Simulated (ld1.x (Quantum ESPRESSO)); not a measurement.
# vanadium (V), TM: configuration errors across variants

```json
{"Element": "V (Z = 23)", "Generator": "ld1.x (Quantum ESPRESSO) 7.5", "Type": "norm-conserving Troullier–Martins (Kleinman–Bylander form)", "Functional": "PBE", "Relativity": "scalar-relativistic", "Frozen core": "[Ne] 3s2", "Valence charge": "11", "Reference configuration": "3p6 3d3 4s2 4p0", "Partial waves": "4s (bound): rc 1.95 bohr; 3p (bound): rc 1.35 bohr; 3d (bound): rc 2.30 bohr", "Local potential": "all-electron potential smoothed inside 1.85 bohr (lloc = -1)", "Core correction": "Bessel-smoothed model core inside 1.00 bohr"}
```

All-electron excitation energies from the reference (eV): (1) 3p6 3d3 4s1 4p0 7.735; (2) 3p6 3d3 4s0 4p0 22.031; (3) 3p6 3d2 4s0 4p0 50.928; (4) 3p6 3d3 4s0 4p2 6.855; (5) 3p6 3d1 4s0 4p0 96.802; (6) 3p6 3d3 4s1.5 4p0 3.092; (7) 3p6 3d3 4s1 4p1 3.347.

A true bound ghost makes a file unfit for plane-wave use even where its test errors are small: the radial tests pick states by their node count and pass the ghost by.

Errors AE − PS in meV (a dash: test not solved or not reliable):

| change | (1) | (2) | (3) | (4) | (5) | (6) | (7) | bound ghosts |
| --- | --- | --- | --- | --- | --- | --- | --- | --- |
| base | -10 | -14 | +84 | -110 | +884 | -3.1 | -47 | s |
| wave 3p (bound): rc 1.35 bohr becomes 3p (bound): rc 0.92 bohr | -10 | -14 | +84 | -114 | +880 | -3.0 | -49 | s |
| wave 3p (bound): rc 1.35 bohr becomes 3p (bound): rc 1.14 bohr | -10 | -14 | +84 | -113 | +881 | -3.0 | -49 | s |
| wave 3p (bound): rc 1.35 bohr becomes 3p (bound): rc 1.38 bohr | -10 | -14 | +84 | -109 | +884 | -3.1 | -47 | s |
| wave 3p (bound): rc 1.35 bohr becomes 3p (bound): rc 1.50 bohr | -10 | -14 | +84 | -109 | +885 | -3.0 | -47 | s |
| wave 3p (bound): rc 1.35 bohr becomes 3p (bound): rc 1.74 bohr | -10 | -14 | +83 | -118 | +874 | -3.0 | -51 | s |

Q: Give the same row for: wave 3p (bound): rc 1.35 bohr becomes 3p (bound): rc 2.02 bohr.

A: -10, -14, +75, -160, +835, -3.1, -69; bound ghosts: s.
